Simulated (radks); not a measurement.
Effect of the nuclear size on neutral bromine, [Ar] 3d10 4s2 4p5. Calculated with a radial shooting solver on a logarithmic mesh with Libxc functionals: Dirac Kohn-Sham, LDA (Slater exchange, Perdew-Wang correlation), spin-unpolarised, spherical densities, finite nucleus; open shells fill j = l - 1/2 first; Fermi nuclear charge, rms radius 4.1629 fm. The rms radius is varied about that value; shifts are against it.

[
 {"rms radius (fm)": "3.5634", "total energy shift (eV)": "-0.144", "density at nucleus (e/bohr^3)": "4.468e+04", "1s1/2 shift (meV)": "-61.3", "2s1/2 shift (meV)": "-6.15", "3p1/2 shift (meV)": "0.090", "4s1/2 shift (meV)": "-0.102"},
 {"rms radius (fm)": "4.0255", "total energy shift (eV)": "-0.0349", "density at nucleus (e/bohr^3)": "4.427e+04", "1s1/2 shift (meV)": "-14.8", "2s1/2 shift (meV)": "-1.49", "3p1/2 shift (meV)": "0.022", "4s1/2 shift (meV)": "-0.025"},
 {"rms radius (fm)": "4.1629", "total energy shift (eV)": "0", "density at nucleus (e/bohr^3)": "4.415e+04", "1s1/2 shift (meV)": "0.000", "2s1/2 shift (meV)": "0.000", "3p1/2 shift (meV)": "0.000", "4s1/2 shift (meV)": "0.000"},
 {"rms radius (fm)": "4.4293", "total energy shift (eV)": "0.0707", "density at nucleus (e/bohr^3)": "4.395e+04", "1s1/2 shift (meV)": "30.0", "2s1/2 shift (meV)": "3.01", "3p1/2 shift (meV)": "-0.044", "4s1/2 shift (meV)": "0.050"},
 {"rms radius (fm)": "5.0621", "total energy shift (eV)": "0.255", "density at nucleus (e/bohr^3)": "4.351e+04", "1s1/2 shift (meV)": "108", "2s1/2 shift (meV)": "10.9", "3p1/2 shift (meV)": "-0.159", "4s1/2 shift (meV)": "0.180"}
]

Slopes of the eigenvalues against <r^2> in GHz/fm^2, as finite differences over the two radii next to the reference (eigenvalue slopes, not the field-shift constants of lines): 1s1/2 3180, 2s1/2 319, 3p1/2 -4.67, 4s1/2 5.29.
